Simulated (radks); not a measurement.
Effect of the nuclear size on the sulfur ion S+, [Ne] 3s2 3p3. Calculated with a radial shooting solver on a logarithmic mesh with Libxc functionals: Dirac Kohn-Sham, exchange-only LDA, spin-unpolarised, spherical densities, finite nucleus; open shells fill j = l - 1/2 first; Fermi nuclear charge, rms radius 3.2611 fm. The rms radius is varied about that value; shifts are against it.

rms radius (fm),total energy shift (eV),density at nucleus (e/bohr^3),1s1/2 shift (meV),2s1/2 shift (meV)
2.6187,-0.00359,2934,-1.51,-0.105
2.9741,-0.00170,2928,-0.713,-0.050
3.2611,0,2923,0.000,0.000
3.4242,0.00103,2921,0.434,0.030
3.597,0.00218,2919,0.916,0.064

Slopes of the eigenvalues against <r^2> in GHz/fm^2, as finite differences over the two radii next to the reference (eigenvalue slopes, not the field-shift constants of lines): 1s1/2 96.3, 2s1/2 6.73.
